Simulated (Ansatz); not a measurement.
Basis-set extrapolation for CHBFN, SMILES `N#CBF` (PBE0-D4/def2-TZVP geometry, frozen core, Ansatz 0.2.0). Multiplicity 1, RHF reference.

|  | cc-pV(T+d)Z | cc-pV(Q+d)Z |
| --- | --- | --- |
| HF | -217.152195 | -217.168196 |
| MP2 correlation | -0.676873 | -0.728017 |
| CCSD(T) correlation | -0.713912 | -0.761696 |

Energies in hartree. Use E(X) = E(∞) + A·exp(−5.46·√X) for Hartree–Fock and E(X) = E(∞) + B·X^(−3.05) for correlation, with X = 3 and 4.

Question: What is the CCSD(T) energy at the basis-set limit?

Answer: HF limit: -217.168196 + (-0.016001) × 0.30130 = -217.17302. Correlation limit: -0.761696 + (-0.047784) × 0.71189 = -0.79571. Total: -217.96873 hartree, 269.4 kJ/mol below CCSD(T)/cc-pV(T+d)Z.
